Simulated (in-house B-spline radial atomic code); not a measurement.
How G0W0 and RPA depend on the start: Sn¹⁷⁺

Configuration [Ar] 3d10 4s2 4p3, highest spin. Computed with a B-spline radial code for spherical atoms: all electrons, non-relativistic, point nucleus, each spin shell either full or empty, empty states to l = 9 with an (l + 1/2)⁻⁴ tail; G0W0 by contour deformation at full frequency.

Without relativity these are model numbers: it shifts the levels of so heavy an element strongly and can reorder them.

```
       start  mean-field 4p up (eV)  G0W0 (eV)  QP weight  RPA correlation (Eh)
Hartree-Fock                -469.36    -470.35      0.984                -2.434
         PBE                -455.25          ?          ?                     ?
        BLYP                -455.01    -470.08      0.972               -2.5919
     LC-wPBE                -460.99          ?          ?                     ?
      PBEsol                -455.19    -470.11      0.972               -2.5921
```

Task: What G0W0 level, weight and RPA correlation energy follow from the LC-wPBE start?

Result: G0W0 level -470.21 eV, weight 0.978, RPA correlation -2.5528 hartree.

Task: What G0W0 level, weight and RPA correlation energy follow from the PBE start?

Result: G0W0 level -470.09 eV, weight 0.973, RPA correlation -2.5912 hartree.

Task: How much of the dependence on the start does G0W0 remove?

Result: The mean-field levels span 14.3 eV and the G0W0 levels 0.272 eV. Against 466 ± 3 eV (NIST, tabulated theory) the G0W0 removal energies are off by +4.08 to +4.35 eV, with relativity, Breit and QED terms left out.
